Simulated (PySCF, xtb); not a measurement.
Si(F)(Cl)(Br)(NH2) (BrClFH₂NSi), SMILES Cl[Si](N)(F)Br.

xtb 6.7.1 with GFN2-xTB at its own geometry gives an orbital gap of 6.69 eV and a dipole moment of 5.19 D.

Geometry: ωB97X-D3(BJ)/def2-SVP. This is a generated structure with no PubChem entry under its InChIKey; it may be hypothetical. The values are those of a single conformer.

Q: What does PySCF with PBE/def2-TZVP give? (Estimate from the structure and the level; the computed values follow.)

A: gap 6.02 eV (levels -6.90 and -0.88 eV), dipole 2.58 D.
